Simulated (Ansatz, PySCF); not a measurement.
Reaction (SMILES): C=CN1[SiH2]N[SiH2]1 [1-ethenyl-1,3,2,4-diazadisiletidine] + 7 [H][H] (H2) → 2 C (CH4) + 2 N (NH3) + 2 [SiH4] (SiH4)
Geometries: B3LYP-D3(BJ)/def2-TZVP minima from Ansatz (a program for electronic structure), one conformer each, not searched for the lowest. Frequencies are from Ansatz or PySCF.
Geometry of the first species:
```xyz
14

C      2.5368     0.9301     0.7979
C      1.6271    -0.0363     0.9364
N      0.4032    -0.1028     0.2950
Si    -0.9187    -1.2452     0.3204
N     -1.6988    -0.2005    -0.8177
Si    -0.3985     0.9455    -0.8577
H      2.3808     1.7783     0.1415
H      3.4660     0.8898     1.3458
H      1.8343    -0.8648     1.6083
H     -0.5766    -2.6045    -0.1651
H     -1.5864    -1.3960     1.6364
H     -2.5835    -0.2424    -1.2855
H      0.3017     1.0927    -2.1555
H     -0.7097     2.3031    -0.3512
```
Charge 0, spin multiplicity 1.

Wanted: energy of full hydrogenation (enthalpy at 298 K, with B3LYP-D3(BJ) rigid-rotor harmonic-oscillator terms), in eV. Cores are frozen in the correlated levels unless marked. Spin-orbit coupling is left out. Non-relativistic. CBS(X,Y): correlation extrapolated as X^-3; Hartree-Fock from the larger set.

| level | program | energy of full hydrogenation (eV) |
|---|---|---|
| B3LYP/def2-TZVPD | Ansatz | -1.84 |
| PBE0-D3(BJ)/def2-TZVP | Ansatz + dftd3 | -1.70 |
| PBE0-D4/def2-TZVPD | Ansatz + dftd4 | -1.74 |
| r2SCAN0/def2-TZVPD | Ansatz | -1.70 |
| B2PLYP-D3(BJ)/def2-TZVPD | Ansatz + dftd3 | -1.35 |
| B2PLYP/def2-TZVPD | Ansatz | -1.54 |
| RPA@PBE/cc-pV(Q+d)Z | Ansatz | -1.43 |

Task: Predict the CCSD(T)/CBS(cc-pV(T+d)Z,cc-pV(Q+d)Z) result (Ansatz).

Result: -1.41 eV, so RPA@PBE/cc-pV(Q+d)Z differs from it by -0.02 eV.
